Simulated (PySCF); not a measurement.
A structure optimised at PBE-D3(BJ)/def2-TZVP, used in a PySCF frequency run:

```
C
F 1 1.3322
F 1 1.3322 2 111.26
F 1 1.3322 2 111.26 3 124.67
```
Charge 0, spin multiplicity 2.

### Question
Write its SMILES, formula and point group.

### Answer
F[C](F)F, CF3, C3v

### Question
What are its rotational constants (standard atomic weights)?

### Answer
10.627, 10.627, 5.5002 GHz
